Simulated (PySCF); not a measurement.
H₂, triplet, at a GFN2-xTB geometry (a higher spin typed on purpose: for a closed-shell molecule this is an excited state); CASSCF(2,3)/cc-pVDZ in PySCF.

Input for PySCF:
```python
from pyscf import gto, scf, mcscf
import numpy

mol = gto.M(
    atom='''
H    -0.00000000   -0.00000000   -1.77061377
H     0.00000000    0.00000000    1.77061377
''',
    basis='cc-pvdz',
    spin=2,
    verbose=4,
)

mf = scf.ROHF(mol)
mf.kernel()
mc = mcscf.CASSCF(mf, 3, 2)
mc.fix_spin_(ss=2.0)
mc.kernel()
occ = numpy.linalg.eigvalsh(mc.fcisolver.make_rdm1(mc.ci, mc.ncas, mc.nelecas))[::-1]
ss = mc.fcisolver.spin_square(mc.ci, mc.ncas, mc.nelecas)[0]
print('natural occupations', occ.round(4), ' <S^2>', round(ss, 4))
```

What the program printed (banner, timings and long lists left out):

```
PySCF version 2.14.0

[INPUT] verbose = 4
[INPUT] num. atoms = 2
[INPUT] num. electrons = 2
[INPUT] charge = 0
[INPUT] spin (= nelec alpha-beta = 2S) = 2
[INPUT] symmetry False subgroup None
[INPUT] Mole.unit = angstrom
[INPUT] Symbol           X                Y                Z      unit          X                Y                Z       unit  Magmom
[INPUT]  1 H      0.000000000000   0.000000000000  -1.770613770000 AA    0.000000000000   0.000000000000  -3.345975097684 Bohr   0.0
[INPUT]  2 H      0.000000000000   0.000000000000   1.770613770000 AA    0.000000000000   0.000000000000   3.345975097684 Bohr   0.0

nuclear repulsion = 0.14943326994458
number of shells = 6
number of NR pGTOs = 14
number of NR cGTOs = 10
basis = cc-pvdz
ecp = {}

******** <class 'pyscf.scf.rohf.ROHF'> ********
method = ROHF
initial guess = minao
damping factor = 0
level_shift factor = 0
DIIS = <class 'pyscf.scf.diis.CDIIS'>
diis_start_cycle = 1
diis_space = 8
diis_damp = 0
SCF conv_tol = 1e-09
SCF conv_tol_grad = None
SCF max_cycles = 50
direct_scf = True
direct_scf_tol = 1e-13
num. doubly occ = 0  num. singly occ = 2
Set gradient conv threshold to 3.16228e-05
init E= -0.652086150573165
cycle= 1 E= -0.983998201207983  delta_E= -0.332  |g|= 0.0988  |ddm|= 0.695
cycle= 2 E= -0.997828023953738  delta_E= -0.0138  |g|= 0.0207  |ddm|= 0.224
cycle= 3 E= -0.998454178427313  delta_E= -0.000626  |g|= 0.000912  |ddm|= 0.0616
cycle= 4 E= -0.998455300091584  delta_E= -1.12e-06  |g|= 0.000264  |ddm|= 0.00334
cycle= 5 E= -0.998455402333816  delta_E= -1.02e-07  |g|= 8.81e-06  |ddm|= 0.000773
cycle= 6 E= -0.998455402446707  delta_E= -1.13e-10  |g|= 9.09e-07  |ddm|= 2.75e-05
Extra cycle  E= -0.998455402447887  delta_E= -1.18e-12  |g|= 1.58e-07  |ddm|= 2.14e-06
converged SCF energy = -0.998455402447887

******** <class 'pyscf.mcscf.mc1step.CASSCF'> ********
CAS (2e+0e, 3o), ncore = 0, nvir = 7
max_cycle_macro = 50
max_cycle_micro = 4
conv_tol = 1e-07
conv_tol_grad = None
orbital rotation max_stepsize = 0.02
orbital rotation threshold for CI restart = 0.01
augmented hessian ah_max_cycle = 30
augmented hessian ah_conv_tol = 1e-12
augmented hessian ah_linear dependence = 1e-14
augmented hessian ah_level shift = 1e-08
augmented hessian ah_start_tol = 2.5
augmented hessian ah_start_cycle = 3
augmented hessian ah_grad_trust_region = 3
kf_trust_region = 3
kf_interval = 4
ci_response_space = 4
ci_grad_trust_region = 3
with_dep4 0
natorb = False
canonicalization = True
sorting_mo_energy = False
ao2mo_level = 2
internal_rotation = False
******** <class 'pyscf.fci.addons.SpinPenaltyFCISolver'> ********
max. cycles = 50
conv_tol = 1e-08
davidson only = True
linear dependence = 1e-12
level shift = 0.001
max iter space = 12
nroots = 1
pspace_size = 400
spin = None
CASCI E = -0.998455402447900  S^2 = 2.0000000
Set conv_tol_grad to 0.000316228
macro iter   1 (  1 JK    1 micro), CASSCF E = -0.998455402447900  dE = -2.22044605e-16  S^2 = 2.0000000
               |grad[o]|=1.41e-07  |grad[c]|=1.85e-17  |ddm|=    0  |maxRot[o]|=    0
1-step CASSCF converged in   1 macro (  1 JK   1 micro) steps
CASSCF canonicalization
Density matrix diagonal elements [1.00000000e+00 1.00000000e+00 1.56179421e-14]
CASSCF energy = -0.998455402447900
CASCI E = -0.998455402447900  E(CI) = -1.14788867239248  S^2 = 2.0000000
natural occupations [ 1.  1. -0.]  <S^2> 2.0
```
